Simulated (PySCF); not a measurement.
Well depth De across groups 1 and 12

PBE0 in PySCF with def2-SVP on every atom (core potentials on Rb, Cd, Cs, Hg), for the lowest determinant that a PBE0 search found; no spin–orbit coupling. The table gives the well depth De in eV; every molecule is a doublet. De refers to ground-configuration atoms.

|  | Zn | Cd | Hg |
| --- | --- | --- | --- |
| Li | – | 0.17 | 0.10 |
| Na | – | ? | 0.07 |
| K | 0.11 | 0.09 | 0.06 |
| Rb | 0.07 | 0.08 | 0.05 |
| Cs | 0.07 | 0.07 | 0.05 |

Question: Estimate the missing entry, NaCd, from three neighbours as NaHg + KCd − KHg, and compare with the calculation.

Answer: 0.07 + 0.09 − 0.06 = 0.10 eV. PBE0/def2-SVP gives 0.12 eV, so the estimate is off by -16.7 %.

Weak bonds: CsCd, CsHg, CsZn, KCd, KHg, KZn, LiCd, LiHg. Basis-set superposition, not corrected here, can be much of De in a small basis, most of all at correlated wavefunction levels. Functionals without a dispersion term scatter widely for such bonds, and LDA overbinds them. Spin–orbit coupling is left out. States were picked by a PBE0 search and need not be the measured ground states.
